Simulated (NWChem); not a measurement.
The numbers come from NWChem runs, not from measurements. System: C2H5O2, charge 0, spin multiplicity 2, at a geometry optimised with UB3LYP/def2-SVP. The structure started from a generated list of species. Its SCF solution wasn't tested for a lower state.

Job file:

```
start mol
memory heap 200 mb stack 900 mb global 1100 mb
geometry units angstroms nocenter noautoz noautosym
  O      1.416364     0.010351     0.748833
  C      0.831291    -0.340780    -0.406496
  C     -0.728204    -0.436895    -0.189889
  O     -1.349743     0.775178     0.086556
  H      0.983249     0.397545    -1.230460
  H      1.129728    -1.352802    -0.767426
  H     -0.912675    -1.104532     0.664876
  H     -1.117887    -0.928027    -1.104865
  H     -1.233908     1.369636    -0.666927
end
basis spherical
  * library def2-tzvp
end
dft
  xc slater vwn_5
  odft
  mult 2
  semidirect memsize 60000000 filesize 0
  iterations 100
end
task dft energy
```

The output up to the point where the run's verdict is printed (cleaned and shortened):

```
             Northwest Computational Chemistry Package (NWChem) 7.3.0
             --------------------------------------------------------

                                NWChem Input Module
                                -------------------

 Scaling coordinates for geometry "geometry" by  1.889725989
 (inverse scale =  0.529177249)

                             Geometry "geometry" -> ""
                             -------------------------

 Output coordinates in angstroms (scale by  1.889725989 to convert to a.u.)

  No.       Tag          Charge          X              Y              Z
 ---- ---------------- ---------- -------------- -------------- --------------
    1 O                    8.0000     1.41636400     0.01035100     0.74883300
    2 C                    6.0000     0.83129100    -0.34078000    -0.40649600
    3 C                    6.0000    -0.72820400    -0.43689500    -0.18988900
    4 O                    8.0000    -1.34974300     0.77517800     0.08655600
    5 H                    1.0000     0.98324900     0.39754500    -1.23046000
    6 H                    1.0000     1.12972800    -1.35280200    -0.76742600
    7 H                    1.0000    -0.91267500    -1.10453200     0.66487600
    8 H                    1.0000    -1.11788700    -0.92802700    -1.10486500
    9 H                    1.0000    -1.23390800     1.36963600    -0.66692700

 Effective nuclear repulsion energy (a.u.)     123.5584966822

            Nuclear Dipole moment (a.u.)
            ----------------------------
        X                 Y               Z
 ---------------- ---------------- ----------------
    -0.0000056692     0.0000037795     0.0000000000


 Summary of "ao basis" -> "" (spherical)
 ------------------------------------------------------------------------------
       Tag                 Description            Shells   Functions and Types
 ---------------- ------------------------------  ------  ---------------------
 *                         def2-tzvp                  on all atoms

                                 NWChem DFT Module
                                 -----------------
[...]
 d= 0,ls=0.5,diis    75   -227.8570792385 -1.31D-05  6.34D-05  1.05D-03    65.6
                                                     5.30D-05  2.79D-04
 d= 0,ls=0.5,diis    76   -227.8573400829 -2.61D-04  2.08D-05  1.02D-04    66.4
                                                     4.81D-05  9.93D-05
 d= 0,ls=0.5,diis    77   -227.8573638744 -2.38D-05  3.33D-05  3.36D-04    67.2
                                                     4.85D-05  1.34D-04
 d= 0,ls=0.5,diis    78   -227.8573538490  1.00D-05  2.64D-05  6.85D-04    68.0
                                                     4.58D-05  1.98D-04
 d= 0,ls=0.5,diis    79   -227.8573723809 -1.85D-05  8.66D-05  8.27D-04    68.8
                                                     5.84D-05  2.39D-04
 d= 0,ls=0.5,diis    80   -227.8576168880 -2.45D-04  5.79D-05  3.41D-05    69.6
                                                     5.40D-05  4.65D-05
 d= 0,ls=0.5,diis    81   -227.8575883571  2.85D-05  2.43D-05  4.83D-04    70.4
                                                     4.51D-05  1.30D-04
 d= 0,ls=0.5,diis    82   -227.8577167586 -1.28D-04  1.17D-05  8.56D-05    71.2
                                                     4.43D-05  6.48D-05
 d= 0,ls=0.5,diis    83   -227.8577866927 -6.99D-05  5.80D-05  4.23D-05    72.0
                                                     5.21D-05  4.99D-05
 d= 0,ls=0.5,diis    84   -227.8577375389  4.92D-05  2.69D-05  5.80D-04    72.8
                                                     4.30D-05  1.44D-04
 d= 0,ls=0.5,diis    85   -227.8577714923 -3.40D-05  3.05D-05  5.76D-04    73.7
                                                     4.26D-05  1.72D-04
 d= 0,ls=0.5,diis    86   -227.8577716005 -1.08D-07  3.31D-05  7.92D-04    74.5
                                                     4.22D-05  2.15D-04
 d= 0,ls=0.5,diis    87   -227.8579338684 -1.62D-04  7.04D-06  2.07D-04    75.3
                                                     4.04D-05  1.13D-04
 d= 0,ls=0.5,diis    88   -227.8579877104 -5.38D-05  4.37D-05  2.39D-04    76.0
                                                     4.53D-05  9.89D-05
 d= 0,ls=0.5,diis    89   -227.8579334354  5.43D-05  5.53D-05  7.82D-04    76.9
                                                     4.63D-05  1.79D-04
 d= 0,ls=0.5,diis    90   -227.8581248436 -1.91D-04  3.20D-05  3.81D-05    77.7
                                                     4.15D-05  5.29D-05
 d= 0,ls=0.5,diis    91   -227.8581893856 -6.45D-05  8.91D-05  5.04D-06    78.5
                                                     5.88D-05  2.90D-05
 d= 0,ls=0.5,diis    92   -227.8580726168  1.17D-04  2.05D-05  9.31D-04    79.3
                                                     3.80D-05  1.50D-04
 d= 0,ls=0.5,diis    93   -227.8581769380 -1.04D-04  3.26D-05  4.30D-04    80.1
                                                     3.97D-05  1.18D-04
 d= 0,ls=0.5,diis    94   -227.8582929827 -1.16D-04  1.38D-05  7.24D-05    80.9
                                                     3.86D-05  5.41D-05
 d= 0,ls=0.5,diis    95   -227.8583137702 -2.08D-05  3.86D-05  2.00D-04    81.7
                                                     4.18D-05  7.15D-05
 d= 0,ls=0.5,diis    96   -227.8582787121  3.51D-05  4.03D-05  5.77D-04    82.5
                                                     4.00D-05  1.32D-04
 d= 0,ls=0.5,diis    97   -227.8582332982  4.54D-05  3.11D-05  9.53D-04    83.4
                                                     3.61D-05  2.03D-04
 d= 0,ls=0.5,diis    98   -227.8583901359 -1.57D-04  2.39D-05  2.67D-04    84.2
                                                     3.56D-05  1.13D-04
 d= 0,ls=0.5,diis    99   -227.8584693060 -7.92D-05  1.26D-05  1.14D-04    85.1
                                                     3.61D-05  6.86D-05
 d= 0,ls=0.5,diis   100   -227.8584946671 -2.54D-05  5.63D-06  2.12D-04    85.9
                                                     3.45D-05  6.56D-05
```

Convergence was not reached. The next line reads: Calculation failed to converge. NWChem stopped with the message: dft energy failed.
